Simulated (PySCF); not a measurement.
# RuO₄: PBE0 against B3LYP

Base calculation in PySCF with density fitting and no spin–orbit coupling, PBE0/def2-TZVP (scalar-relativistic core potentials): singlet, Td, Ru–O 1.663 Å (×4); wavenumbers 352 (×2), 376 (×3), 1018, 1028 (×3) cm⁻¹; gap between the highest occupied and lowest empty levels 5.44 eV, polar-tensor charge of Ru 2.07 e, atomisation energy (no zero-point energy) 1728 kJ/mol.

What changes on going to B3LYP/def2-TZVP (scalar-relativistic core potentials)?

The point group stays the same. Changes: mean bond to Ru +0.016 Å, highest wavenumber -34 cm⁻¹, lowest wavenumber -10 cm⁻¹, gap between the highest occupied and lowest empty levels -0.61 eV, polar-tensor charge of Ru -0.10 e, atomisation energy (no zero-point energy) +43 kJ/mol. The new structure has Ru–O 1.679 Å (×4), with wavenumbers 342 (×2), 367 (×3), 979, 994 (×3) cm⁻¹.

Each species is the lowest minimum found with this bonding; other isomers or fragments can lie lower.
